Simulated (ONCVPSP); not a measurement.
**What the settings do to the ONCV potential of Al**

Base potential:

Al (Z = 13), optimised norm-conserving Vanderbilt (ONCV), made with ONCVPSP 4.0.1 (PBE, scalar-relativistic). Core [Ne], reference 3s2 3p1. Waves: 3s: rc 2.10 bohr, ncon 3, nbas 8, qcut 2.6 1/bohr, 2 projectors, debl 1.4 Ha; 3p: rc 1.75 bohr, ncon 4, nbas 8, qcut 4 1/bohr, 3 projectors, debl 1.1 Ha; d scattering state at 0.26 Ha: rc 1.75 bohr, ncon 4, nbas 8, qcut 6.5 1/bohr, 2 projectors, debl 2.9 Ha. Local part: polynomial inside 1.30 bohr (lpopt 5, dvloc0 0 Ha). Core correction: none.

All-electron outer shells of the reference configuration (PBE, scalar-relativistic, ld1.x):

```json
{"shell": "2s", "level (eV)": "-108.17", "outermost node (bohr)": "0.16", "outermost maximum (bohr)": "0.50"}
{"shell": "2p", "level (eV)": "-69.64", "outermost node (bohr)": "–", "outermost maximum (bohr)": "0.43"}
{"shell": "3s", "level (eV)": "-7.75", "outermost node (bohr)": "0.80", "outermost maximum (bohr)": "2.09"}
{"shell": "3p", "level (eV)": "-2.71", "outermost node (bohr)": "0.82", "outermost maximum (bohr)": "2.64"}
```

Cutoffs, loose and tight: the cutoffs (Ha) at which the residual kinetic energy of the hardest occupied pseudo-wave falls to 1 and 0.1 mHa per electron. They do not see the model core or the augmentation charge, which bear on the density cutoff. Test errors are all-electron minus pseudo excitation energies from the reference, over the configurations 3s2 3p0; 3s1 3p0; 3s2 3p0.5; 3s0 3p3. A dash means not determined; rows that change the core or the reference have their own tests.

For the base: The cutoffs count occupied waves only; projector 3 of the p channel, the hardest unoccupied one, needs 105 Ha at the loose tolerance.

A true bound ghost makes a file unfit for plane-wave use even where its test errors are small: the radial tests pick states by their node count and pass the ghost by.

```json
{"change": "base", "outcome": "generated", "cutoff, loose": "7.8 Ha", "cutoff, tight": "42 Ha", "bound ghosts": "p", "GHOST(+) flags above zero": "s, p", "largest test error (meV)": "+27"}
{"change": "p: debl 0.2", "outcome": "generated", "cutoff, loose": "7.8 Ha", "cutoff, tight": "42 Ha", "bound ghosts": "p", "GHOST(+) flags above zero": "s, p", "largest test error (meV)": "+27"}
{"change": "p: debl 0.3", "outcome": "generated", "cutoff, loose": "7.8 Ha", "cutoff, tight": "42 Ha", "bound ghosts": "p", "GHOST(+) flags above zero": "s, p", "largest test error (meV)": "+27"}
{"change": "p: debl 0.45", "outcome": "generated", "cutoff, loose": "7.8 Ha", "cutoff, tight": "42 Ha", "bound ghosts": "p", "GHOST(+) flags above zero": "s, p", "largest test error (meV)": "+27"}
{"change": "p: debl 0.75", "outcome": "generated", "cutoff, loose": "7.8 Ha", "cutoff, tight": "42 Ha", "bound ghosts": "p", "GHOST(+) flags above zero": "s, p", "largest test error (meV)": "+27"}
{"change": "p: debl 2.1", "outcome": "generated", "cutoff, loose": "7.8 Ha", "cutoff, tight": "42 Ha", "bound ghosts": "p", "GHOST(+) flags above zero": "s", "largest test error (meV)": "+25"}
{"change": "p: debl 3.15", "outcome": "generated", "cutoff, loose": "7.8 Ha", "cutoff, tight": "42 Ha", "bound ghosts": "p", "GHOST(+) flags above zero": "s, p", "largest test error (meV)": "+30"}
{"change": "p: debl 5.25", "outcome": "generated", "cutoff, loose": "7.8 Ha", "cutoff, tight": "42 Ha", "bound ghosts": "none", "GHOST(+) flags above zero": "s", "largest test error (meV)": "+30"}
```

Reading the sweep of the debl of the p channel (base included, trends over the rows without a ghost): Bound ghosts are found at 0.2, 0.3, 0.45, 0.75, 1.1, 2.1, 3.15 Ha.
